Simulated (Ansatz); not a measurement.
`CB([SiH3])S` + `[OH][Sn][Cl]` → `[SiH3][O][Sn][Cl]` + `CBS`  (cleavage of the Si–B bond)

Isolated molecules relaxed with PBE0-D4/def2-TZVP in Ansatz; ΔE leaves out vibrations. CBS: MP2 limit from def2 TZ/QZ plus the TZ coupled-cluster correction, frozen cores. Functionals use def2-TZVPP. B3LYP here is the variant with VWN-RPA as its local correlation; programs differ in this. HSE06 is defined as in plane-wave codes. Elements past krypton have def2 core potentials. For Sn outer-core shells are correlated without core-valence functions, which leaves a few kJ/mol of doubt a bond. Each species was taken in one conformer, which may not be the lowest.

```tsv
level	ΔE (kJ/mol)	difference from CCSD(T)/CBS
LDA (SPW92)	-99.9	26.5
revPBE-D4	-100.4	26.0
B97M-V	-122.9	3.5
PBE0-D4	-111.6	14.8
B3LYP-D4	-127.5	-1.1
r2SCAN0-D4	-124.7	1.7
BHLYP-D4	-141.9	-15.5
PBE-QIDH	-124.5	1.9
HSE06	-111.3	15.1
LC-ωPBE	-119.8	6.6
CCSD(T)/def2-SVP	-126.0	0.4
MP2/def2-TZVPP	-133.8	-7.4
SCS-MP2/def2-TZVPP	-138.6	-12.2
SCS-MP2/def2-QZVPP	-138.6	-12.2
HF/CBS(def2)	-160.0	-33.6
CCSD/CBS(def2)	-131.1	-4.7
CCSD(T)/CBS	-126.4	0
```

Largest T1 diagnostic among the species: 0.017.

From BLYP to BHLYP (50 % exact exchange), in def2-TZVPP and without D4, ΔE moves by −21.0 kJ/mol. Leaving LDA and LC-ωPBE aside and taking each functional with its dispersion term where it has one, the values spread over 41.5 kJ/mol, from BHLYP-D4 to revPBE-D4.
